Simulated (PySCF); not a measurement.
C3H10BN. Atoms are numbered in the order given.

```xyz
15

B      0.7852     0.7461     0.0000
H      1.9956     0.6387     0.0000
C      0.0878     2.1647     0.0000
H      0.8185     2.9857     0.0000
H     -0.5600     2.3004    -0.8836
H     -0.5600     2.3004     0.8836
N      0.0672    -0.4571     0.0000
C     -1.3730    -0.5407     0.0000
C      0.7118    -1.7484     0.0000
H     -1.7417    -1.0838     0.8893
H     -1.7417    -1.0838    -0.8893
H     -1.8220     0.4596     0.0000
H      0.4270    -2.3393    -0.8898
H      0.4270    -2.3393     0.8898
H      1.8016    -1.6226     0.0000
```

Geometry: PBE0-D3(BJ)/def2-SVP. The geometry has at least one imaginary mode, so it is a saddle point at that level. One conformer was computed; it need not be the lowest.

Level of theory: ωB97X/def2-TZVP (PySCF).

Atomic charges (e):

```
atom  Mulliken    IAO  Löwdin
----  --------  -----  ------
B1        0.11   0.14   -0.53
H2       -0.04  -0.02    0.06
C3       -0.50  -0.57   -0.30
H4        0.12   0.15    0.14
H5        0.13   0.15    0.14
H6        0.13   0.15    0.14
N7       -0.14  -0.22    0.19
C8       -0.27  -0.29   -0.27
C9       -0.26  -0.28   -0.28
H10       0.12   0.13    0.11
H11       0.12   0.13    0.11
H12       0.13   0.15    0.13
H13       0.11   0.13    0.11
H14       0.11   0.13    0.11
H15       0.13   0.15    0.13
```

Computed Mayer and Wiberg (Löwdin basis) orders of the bonds:
```
bond    Mayer  Wiberg
------  -----  ------
B1–H2    0.99    0.86
B1–C3    0.99    1.32
C3–H4    0.98    0.87
C3–H5    0.96    0.86
C3–H6    0.96    0.86
B1–N7    1.41    1.65
N7–C8    0.91    1.24
N7–C9    0.92    1.24
C8–H10   0.97    0.91
C8–H11   0.97    0.91
C8–H12   0.99    0.90
C9–H13   0.97    0.92
C9–H14   0.97    0.92
C9–H15   0.99    0.90
```
